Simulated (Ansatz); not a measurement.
A search over several starts for the lowest SCF solution of the cluster Ru₃Pt at the given spin, in a small basis.

```yaml
crystal:
  periodic: [false, false, false]
  atoms:
    - {symbol: Pt, position_ang: [0.478337, -1.309537, 1.242175]}
    - {symbol: Ru, position_ang: [0.520345, 1.057908, -1.350901]}
    - {symbol: Ru, position_ang: [-0.038069, 1.042892, 0.780564]}
    - {symbol: Ru, position_ang: [-0.960614, -0.791253, -0.671829]}
basis:
  gaussian: {orbitals: def2-SVP, initial_orbitals: start.molden}
magnetization: {spin_polarized: true, initial_magnetization: 2}
hamiltonian: {xc: pbe0, dispersion: d4}
output: {orbitals: {seedname: orbitals}}
```

The file start.molden holds the orbitals of an earlier run on this structure, at another level or in another basis.

```sh
$ ansatz run in.yaml --threads 2 --pin off --events-out ev --progress --plain --max-ram 4352MiB
```

Output, abridged:

```
Functional definition: PBE0
1322 factors; integrals over basis functions are off by at most 2.8e-4 eV
mean field evaluation 1: about -10988.3768 eV, gradient 3.3e0 eV
mean field evaluation 2: about -10988.6164 eV, gradient 5.7e-1 eV
mean field evaluation 4: about -10988.8866 eV, gradient 1.2e-1 eV
mean field evaluation 8: about -10988.8882 eV, gradient 4.1e-3 eV
mean field evaluation 16: about -10988.8882 eV, gradient 2.7e-5 eV
mean field evaluation 32: about -10988.4325 eV, gradient 4.9e-1 eV
mean field evaluation 64: about -10895.4677 eV, gradient 1.6e2 eV
mean field evaluation 96: about -10946.0441 eV, gradient 1.3e2 eV
mean field evaluation 128: about -10935.0738 eV, gradient 1.4e2 eV
mean field evaluation 160: about -10941.3887 eV, gradient 1.5e2 eV
mean field evaluation 192: about -10889.0961 eV, gradient 1.5e2 eV
mean field evaluation 224: about -10905.4889 eV, gradient 1.6e2 eV
mean field evaluation 256: about -10877.8503 eV, gradient 1.3e2 eV
mean field evaluation 288: about -10860.9579 eV, gradient 9.4e1 eV
mean field evaluation 320: about -10922.8838 eV, gradient 1.2e2 eV
mean field evaluation 352: about -10917.3942 eV, gradient 8.4e1 eV
mean field evaluation 384: about -10905.0658 eV, gradient 8.1e1 eV
mean field evaluation 416: about -10952.8990 eV, gradient 1.4e2 eV
mean field evaluation 448: about -10937.1009 eV, gradient 1.1e2 eV
mean field evaluation 480: about -10944.4338 eV, gradient 1.4e2 eV
mean field evaluation 512: about -10988.5255 eV, gradient 2.5e-1 eV
mean field evaluation 544: about -10987.7453 eV, gradient 1.2e0 eV
mean field evaluation 576: about -10988.5306 eV, gradient 9.0e-1 eV
mean field evaluation 608: about -10981.7737 eV, gradient 1.2e1 eV
mean field evaluation 640: about -10988.7328 eV, gradient 2.2e0 eV
mean field -10988.88818040 eV, -403.8341920939 hartree, gradient 9.6e-6 eV, S^2 3.772230; 11 other end points of the search recorded, 0 dependent functions left out
reference -10988.88821127 eV, -403.8341932283 hartree; 34, 32 occupied and 91, 93 virtual orbitals, 1322 factors
Total energy: -10989.12028232 eV, -403.8427216822 hartree
```

Run time 2.6 min (2 threads of Arm Neoverse V2 on a shared host), peak host memory 0.66 GiB.

In the def2 sets Pt, Ru take a core potential; there is no spin–orbit coupling. The charge 0 triplet is spin-contaminated (final ⟨S²⟩ up to 3.77, 2.00 for a pure state). The structure comes from a short search, and lower isomers may exist.
